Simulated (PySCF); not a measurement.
Static response to an electric field

Compound: benzyldiethylphosphine oxide, C₁₁H₁₇OP.
SMILES with atom numbers: `[CH3:1][CH2:2][P:3](=[O:4])([CH2:5][CH3:6])[CH2:7][c:8]1[cH:9][cH:10][cH:11][cH:12][cH:13]1` (hydrogens: H14, H15, H16 on C1; H17, H18 on C2; H19, H20 on C5; H21, H22, H23 on C6; H24, H25 on C7; H26 on C9; H27 on C10; H28 on C11; H29 on C12; H30 on C13)

Structure used (PBE0-D3(BJ)/def2-SVP), in Å, numbered top down from 1:
```xyz
30
C11H17OP angstrom
C     -2.0577   -1.7021    1.6288
C     -1.5834   -0.3389    1.1463
P     -1.4277   -0.2909   -0.6728
O     -2.6185   -0.8708   -1.3799
C     -1.1001    1.4534   -1.1006
C     -2.3621    2.2999   -1.0014
C      0.1193   -1.1991   -1.0895
C      1.3764   -0.6824   -0.4612
C      2.1534    0.2917   -1.1017
C      3.2957    0.8093   -0.4955
C      3.6860    0.3602    0.7652
C      2.9284   -0.6160    1.4106
C      1.7863   -1.1309    0.8013
H     -2.2899   -1.6863    2.7039
H     -1.2962   -2.4812    1.4661
H     -2.9602   -2.0033    1.0773
H     -0.6294   -0.0341    1.6064
H     -2.3256    0.4358    1.4003
H     -0.7287    1.4417   -2.1391
H     -0.2813    1.8398   -0.4719
H     -2.6913    2.4226    0.0420
H     -3.1827    1.8230   -1.5572
H     -2.1967    3.3058   -1.4148
H      0.1635   -1.1646   -2.1897
H     -0.0784   -2.2475   -0.8169
H      1.8593    0.6453   -2.0938
H      3.8882    1.5663   -1.0150
H      4.5829    0.7643    1.2401
H      3.2309   -0.9841    2.3940
H      1.2035   -1.9031    1.3114
```

Level: wB97X-D/def2-SVPD (PySCF), static field, nuclei fixed, core orbitals frozen in the response. The polarisability tensor in these axes (au):

```
x   174.68  11.93  11.72
y    11.93 138.86 -15.33
z    11.72 -15.33 144.81
```

Q: Diagonalise the tensor; give its mean and Δα, where Δα² is half the sum of the squared differences of the eigenvalues.

A: Principal values 121.04, 157.37 and 179.94 au; mean 152.78 au = 22.64 Å³ = 25.19 × 10⁻⁴⁰ C²·m²/J; Δα = 51.47 au (34 % of the mean).

Q: What is the dipole moment, and where does it point?

A: (3.38, 1.83, 2.14) D, 4.40 D in size, pointing from the negative to the positive side. Measured along this direction, the outermost atoms are O4 at the negative end and H28 at the positive end.

Q: What depolarisation ratio follows for Rayleigh scattering of linearly polarised light, taking the static tensor?

A: ρ = 3Δα²/(45ᾱ² + 4Δα²) = 7946.1/(1050441 + 10594.8) = 0.00749.

Q: What would n − 1 = 2πNα be for an ideal gas of these molecules at 350 K and 1 atm, electronic part alone?

A: N = p/kT = 2.0968 × 10¹⁹ cm⁻³, so n − 1 = 2π × N × 22.64 × 10⁻²⁴ cm³ = 2983 × 10⁻⁶ at long wavelengths.

Q: Find the Langevin capture rate constant for NH4+ (18.034 u) meeting this molecule (196.102 u), k = 2.342 × 10⁻⁹ cm³/s × √(α in Å³ / reduced mass in u).

A: The reduced mass is 16.52 u, so k = 2.74 × 10⁻⁹ cm³/s. The formula leaves out the permanent dipole, which adds to the capture rate.

Q: Estimate the molar refractivity from the static electronic polarisability.

A: Lorentz–Lorenz: R = (4π/3)N_A α = 2.5225 cm³/(mol·Å³) × 22.64 Å³ = 57.1 cm³/mol, in the limit of long wavelengths.

Q: Along which axes do the principal values lie, and how far do the nuclei extend along each?

A: Largest value along (0.95, 0.19, 0.24), where the nuclei span 7.86 Å; middle along (-0.06, -0.66, 0.75), 6.38 Å; least along (-0.30, 0.73, 0.62), 4.84 Å. The response follows the extents in order.

One conformer (not necessarily the lowest) at the PBE0-D3(BJ)/def2-SVP geometry, without solvent, vibrations or thermal averaging.
